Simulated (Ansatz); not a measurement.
`O=C[SiH2]O[SiH3]` and `O[SiH2][SiH2]O[SiH3]` differ in one atom or group.

Ansatz, PBE0-D4/def2-TZVP geometries, multiplicity 1. Each molecule was computed in one conformer, which needn't be the lowest.

```tsv
property	`O=C[SiH2]O[SiH3]`
LUMO energy (B3LYP/def2-TZVPP) / eV	-2.02
LUMO energy (PBE/def2-TZVPP) / eV	-2.93
size of the dipole moment (PBE/def2-TZVPP) / D	1.73
HOMO energy (B3LYP/def2-TZVPP) / eV	-7.03
LUMO energy (PBE0/def2-TZVPP) / eV	-1.76
HOMO–LUMO gap (ωB97M-V/def2-TZVPP) / eV	10.09
```

Task: What does the change do to each property? (Estimate.)

Result: Computed: 
```json
{"property": "LUMO energy (B3LYP/def2-TZVPP) / eV", "`O[SiH2][SiH2]O[SiH3]`": "-1.11", "shift": "0.91"}
{"property": "LUMO energy (PBE/def2-TZVPP) / eV", "`O[SiH2][SiH2]O[SiH3]`": "-1.79", "shift": "1.14"}
{"property": "size of the dipole moment (PBE/def2-TZVPP) / D", "`O[SiH2][SiH2]O[SiH3]`": "1.07", "shift": "-0.66"}
{"property": "HOMO energy (B3LYP/def2-TZVPP) / eV", "`O[SiH2][SiH2]O[SiH3]`": "-7.39", "shift": "-0.36"}
{"property": "LUMO energy (PBE0/def2-TZVPP) / eV", "`O[SiH2][SiH2]O[SiH3]`": "-0.94", "shift": "0.82"}
{"property": "HOMO–LUMO gap (ωB97M-V/def2-TZVPP) / eV", "`O[SiH2][SiH2]O[SiH3]`": "10.45", "shift": "0.36"}
```

With PBE0 the HOMO falls by 0.34 eV and the LUMO rises by 0.82 eV, so the gap widens by about 1.16 eV. PBE moves the HOMO by -0.56 eV and ωB97M-V by -0.13 eV. Dipoles are sizes alone; their direction can turn.

B3LYP here is the variant with VWN-RPA as its local correlation; programs differ in this.
